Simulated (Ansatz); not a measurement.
`B[S][GeH3]` + `BN` → `B[NH][GeH3]` + `BS` at 700 K and 1 bar (ligand exchange at a Ge–S bond).

Computed with Ansatz on PBE0-D4/def2-TZVP structures; ΔE is electronic, products minus reactants. CBS: MP2 limit from def2 TZ/QZ plus the TZ coupled-cluster correction, frozen cores. This one scheme is used for every species. For Ge outer-core shells are correlated without core-valence functions, which leaves a few kJ/mol of doubt a bond. Scalar relativity is left out up to krypton.

```tsv
species	CCSD(T)/CBS energy (Eh)	H − E (kJ/mol)	S (J/(mol·K))
`B[S][GeH3]`	-2501.70931	184.0	418.2
`BN`	-81.93499	163.7	282.2
`B[NH][GeH3]`	-2159.24687	224.6	400.9
`BS`	-424.38198	115.9	297.3
```

H − E and S are ideal-gas, rigid-rotor, harmonic terms from PBE0-D4/def2-TZVP. 1 Eh = 2625.50 kJ/mol, R = 8.31446 J/(mol·K).

Problem. By hand: ΔE, ΔH, ΔS and ΔG.

Solution. ΔE = (-2159.24687) + (-424.38198) − (-2501.70931) − (-81.93499) = 0.01545 Eh = 40.6 kJ/mol. Δ(H − E) = 224.6 + 115.9 − 184.0 − 163.7 = -7.2, so ΔH = 33.4 kJ/mol. ΔS = 400.9 + 297.3 − 418.2 − 282.2 = -2.2 J/(mol·K). ΔG = 33.4 − 700 × (-2.2)/1000 = 34.9 kJ/mol.

Problem. By hand: the equilibrium constant, and the temperature at which ΔG would vanish if ΔH and ΔS stayed fixed.

Solution. log₁₀ K = −ΔG/(RT ln 10) = -2.6. ΔH and −TΔS have one sign here, so there is no such temperature.

The number of gas molecules stays the same, so ΔS is small and ΔH decides. A doubt of 5 kJ/mol in ΔE shifts log₁₀ K by 0.4 here. Modes under 60 cm⁻¹, often nearly free rotors, make the harmonic entropy too high. These are equilibria of isolated gas molecules and say nothing of rates. Largest T1 diagnostic: 0.015 (customary marks: 0.02 for closed shells, 0.045 for open ones).

ΔS is within the doubt of such terms, so its sign, and with it that verdict, could turn.
